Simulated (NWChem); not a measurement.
Everything below was run with NWChem. System: H5BGe, charge 1, spin multiplicity 2, at the geometry of a parent with another charge or spin, in a state set for the comparison that need not be this species' ground state. Its SCF solution wasn't tested for a lower state.

The NWChem input:

```
start mol
memory heap 200 mb stack 900 mb global 1100 mb
charge 1
geometry units angstroms nocenter noautoz noautosym
  B     -1.688579    -0.084476    -0.389817
  Ge     0.326007     0.015045     0.070004
  H      1.163018    -1.158485    -0.484498
  H      0.976396     1.335326    -0.403249
  H      0.460538    -0.016802     1.614553
  H     -2.381285     0.896298    -0.281817
  H     -2.208000    -1.115390    -0.736031
end
basis spherical
  * library pcseg-1
end
dft
  xc b3lyp
  odft
  mult 2
  semidirect memsize 60000000 filesize 0
  iterations 100
end
task dft energy
```

The output up to the point where the run's verdict is printed (cleaned and shortened):

```
             Northwest Computational Chemistry Package (NWChem) 7.3.0
             --------------------------------------------------------

                                NWChem Input Module
                                -------------------

 Scaling coordinates for geometry "geometry" by  1.889725989
 (inverse scale =  0.529177249)

                             Geometry "geometry" -> ""
                             -------------------------

 Output coordinates in angstroms (scale by  1.889725989 to convert to a.u.)

  No.       Tag          Charge          X              Y              Z
 ---- ---------------- ---------- -------------- -------------- --------------
    1 B                    5.0000    -1.68857900    -0.08447600    -0.38981700
    2 Ge                  32.0000     0.32600700     0.01504500     0.07000400
    3 H                    1.0000     1.16301800    -1.15848500    -0.48449800
    4 H                    1.0000     0.97639600     1.33532600    -0.40324900
    5 H                    1.0000     0.46053800    -0.01680200     1.61455300
    6 H                    1.0000    -2.38128500     0.89629800    -0.28181700
    7 H                    1.0000    -2.20800000    -1.11539000    -0.73603100

 Effective nuclear repulsion energy (a.u.)      94.3192344165

            Nuclear Dipole moment (a.u.)
            ----------------------------
        X                 Y               Z
 ---------------- ---------------- ----------------
    -0.0000075589     0.0000132281     0.0000018897


 Summary of "ao basis" -> "" (spherical)
 ------------------------------------------------------------------------------
       Tag                 Description            Shells   Functions and Types
 ---------------- ------------------------------  ------  ---------------------
 *                          pcseg-1                   on all atoms

                                 NWChem DFT Module
                                 -----------------

 Summary of "ao basis" -> "ao basis" (spherical)
 ------------------------------------------------------------------------------
[...]
 d= 0,ls=0.5,diis    75  -2104.2227939234 -8.68D-04  1.25D-04  2.69D-04    42.5
                                                     4.03D-04  4.92D-04
 d= 0,ls=0.5,diis    76  -2104.2236306769 -8.37D-04  1.61D-04  1.84D-04    43.0
                                                     2.67D-04  4.35D-04
 d= 0,ls=0.5,diis    77  -2104.2242463589 -6.16D-04  6.93D-04  6.89D-06    43.5
                                                     7.43D-04  2.87D-04
 d= 0,ls=0.5,diis    78  -2104.2249649235 -7.19D-04  5.18D-04  9.12D-04    44.0
                                                     7.46D-04  7.63D-04
 d= 0,ls=0.5,diis    79  -2104.2254041713 -4.39D-04  2.76D-04  2.15D-03    44.5
                                                     6.45D-04  1.34D-03
 d= 0,ls=0.5,diis    80  -2104.2261954242 -7.91D-04  1.28D-04  2.42D-03    45.1
                                                     4.63D-04  1.45D-03
 d= 0,ls=0.5,diis    81  -2104.2273737959 -1.18D-03  1.59D-04  1.62D-03    45.6
                                                     4.81D-04  1.04D-03
 d= 0,ls=0.5,diis    82  -2104.2282808118 -9.07D-04  1.14D-04  1.27D-03    46.1
                                                     4.30D-04  8.33D-04
 d= 0,ls=0.5,diis    83  -2104.2290492396 -7.68D-04  1.48D-04  9.80D-04    46.6
                                                     4.51D-04  6.52D-04
 d= 0,ls=0.5,diis    84  -2104.2295653750 -5.16D-04  9.67D-05  1.04D-03    47.1
                                                     3.47D-04  6.48D-04
 d= 0,ls=0.5,diis    85  -2104.2301795407 -6.14D-04  1.61D-04  6.87D-04    47.7
                                                     3.88D-04  4.63D-04
 d= 0,ls=0.5,diis    86  -2104.2306032958 -4.24D-04  1.25D-04  6.56D-04    48.2
                                                     3.56D-04  4.25D-04
 d= 0,ls=0.5,diis    87  -2104.2309851918 -3.82D-04  1.53D-04  5.81D-04    48.7
                                                     2.31D-04  3.68D-04
 d= 0,ls=0.5,diis    88  -2104.2314133021 -4.28D-04  7.08D-05  2.33D-04    49.2
                                                     2.09D-04  1.90D-04
 d= 0,ls=0.5,diis    89  -2104.2316598268 -2.47D-04  3.86D-05  1.36D-04    49.7
                                                     1.93D-04  1.30D-04
 d= 0,ls=0.5,diis    90  -2104.2318392971 -1.79D-04  7.88D-05  9.83D-05    50.3
                                                     2.11D-04  1.02D-04
 d= 0,ls=0.5,diis    91  -2104.2319850082 -1.46D-04  3.94D-05  1.05D-04    50.8
                                                     1.81D-04  9.53D-05
 d= 0,ls=0.5,diis    92  -2104.2321153483 -1.30D-04  8.59D-05  8.73D-05    51.3
                                                     2.07D-04  8.06D-05
 d= 0,ls=0.5,diis    93  -2104.2322221843 -1.07D-04  5.15D-05  1.09D-04    51.8
                                                     1.81D-04  8.17D-05
 d= 0,ls=0.5,diis    94  -2104.2323252674 -1.03D-04  3.82D-05  9.82D-05    52.4
                                                     1.55D-04  7.03D-05
 d= 0,ls=0.5,diis    95  -2104.2324171764 -9.19D-05  4.19D-05  7.38D-05    52.9
                                                     1.50D-04  5.39D-05
 d= 0,ls=0.5,diis    96  -2104.2324865423 -6.94D-05  5.86D-05  6.85D-05    53.4
                                                     1.50D-04  4.67D-05
 d= 0,ls=0.5,diis    97  -2104.2325412658 -5.47D-05  2.73D-05  7.27D-05    53.9
                                                     1.27D-04  4.26D-05
 d= 0,ls=0.5,diis    98  -2104.2325923990 -5.11D-05  2.49D-05  6.20D-05    54.5
                                                     1.13D-04  3.57D-05
 d= 0,ls=0.5,diis    99  -2104.2326354960 -4.31D-05  2.74D-05  5.04D-05    55.0
                                                     1.04D-04  2.82D-05
 d= 0,ls=0.5,diis   100  -2104.2326692658 -3.38D-05  1.35D-05  4.32D-05    55.5
                                                     8.73D-05  2.27D-05
```

Convergence was not reached. The next line reads: Calculation failed to converge. NWChem stopped with the message: dft energy failed.
